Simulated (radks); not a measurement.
Results of a calculation; reference values are marked as such.
Q: The indium ion In2+, [Kr] 4d10 5s1. Code: a radial shooting solver on a logarithmic mesh with Libxc functionals. Model: non-relativistic Kohn-Sham, exchange-only B88, spin-polarised, spherical densities, point nucleus. Every spin shell is full or empty, so the densities are truly spherical. Functionals are evaluated on that one density, not self-consistently. Rank these orbital-free kinetic functionals by their error against the exact value of the orbitals, and give that value: Thomas-Fermi, von Weizsacker, TF + vW, TF + vW/9, APBEK, Perdew 92, LKT, Ernzerhof.

A: Exact: 5739.38 hartree. From best to worst, with 100 (|E| - |E exact|)/|E exact| (equal figures are ties): APBEK +0.13, Ernzerhof -0.39, Perdew 92 -0.66, TF + vW/9 -0.67, Thomas-Fermi -5.32, LKT +19.35, TF + vW +36.52, von Weizsacker -58.16.
